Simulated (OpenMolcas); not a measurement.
**Levels of C2+ by method**

```json
{
 "Program": "OpenMolcas",
 "Basis": "ANO-RCC-VDZP [3s2p1d]",
 "Scalar Hamiltonian": "DKH2, point nucleus",
 "Active space": "2 electrons in 4 orbitals (2s 2p)",
 "State averaging": "2S+1 = 3 even, 3 roots; 2S+1 = 1 even, 7 roots; 2S+1 = 3 odd, 3 roots; 2S+1 = 1 odd, 3 roots",
 "Spin-orbit coupling": "RASSI with atomic mean-field integrals over the reference wave functions, term energies averaged over their components"
}
```

Methods on the same reference wave functions:
A. CASSCF
B. SS-CASPT2, IPEA 0.25 Eh, imaginary shift 0.1 Eh (closed shells correlated: 1s)
C. MS-CASPT2, IPEA 0.25 Eh, imaginary shift 0.1 Eh (closed shells correlated: 1s)

Energies in eV above 2s2 1S0, the measured ground level; measured values from Moore, Selected Tables of Atomic Spectra, NSRDS-NBS 3, section 3.

```json
{"Level": "2s2 1S0", "A": "0.0000", "B": "0.0000", "C": "0.0000", "Measured": "0.0000"}
{"Level": "2s 2p 3P* 0", "A": "6.5656", "B": "6.500", "C": "6.501", "Measured": "6.4927"}
{"Level": "2s 2p 3P* 1", "A": "6.5689", "B": "6.503", "C": "6.504", "Measured": "6.4956"}
{"Level": "2s 2p 3P* 2", "A": "6.5755", "B": "6.510", "C": "6.511", "Measured": "6.5026"}
{"Level": "2s 2p 1P* 1", "A": "14.0725", "B": "13.233", "C": "13.234", "Measured": "12.6900"}
{"Level": "2p2 3P0", "A": "17.2519", "B": "17.152", "C": "17.153", "Measured": "17.0386"}
{"Level": "2p2 3P1", "A": "17.2551", "B": "17.155", "C": "17.156", "Measured": "17.0422"}
{"Level": "2p2 3P2", "A": "17.2615", "B": "17.162", "C": "17.163", "Measured": "17.0481"}
{"Level": "2p2 1D2", "A": "19.3648", "B": "18.549", "C": "18.550", "Measured": "18.0863"}
{"Level": "2p2 1S0", "A": "24.3424", "B": "23.360", "C": "23.362", "Measured": "22.6296"}
```

Deviations, from unrounded energies. A percentage is the sum of absolute deviations over the sum of measured energies, with the sign that they share, or ± where signs differ.

```csv
Against measurement,Levels,A,B,C
mean absolute deviation (cm-1),9,4700,1900,1900
other configurations (%),9,+4.2,+1.7,+1.7
```

B, C lie about equally close to measurement and A furthest from it. The largest miss of B in the table is 2p2 1S0, by +5900 cm-1. The ranking rests on the paired levels alone, and a cruder setting can come out closer through cancelling errors.

Between B and C the level of the table that moves most is 2p2 1S0, by 15 cm-1 (lowest in B, highest in C). Moves below CASPT2's spread within the term are not significant.

The two smallest mean deviations differ by little beside CASPT2's spread within terms, so their order carries little weight.

The lowest spin-free term lies below A's lowest term by 0.003 hartree in B, 0.004 hartree in C.

CASPT2 does not keep the components of a term degenerate, so their means are used; among the terms shown or strongly mixed into the levels shown the widest spread is 130 cm-1 (2p2 1D, C). Computed and measured levels are paired by configuration, term and J; levels that our copy of the source lacks, or whose pairing is in doubt (as where it misses far off the trend of its configuration), stay unpaired and out of the deviations. Levels of configurations outside the active space are missing.

* marks odd parity.
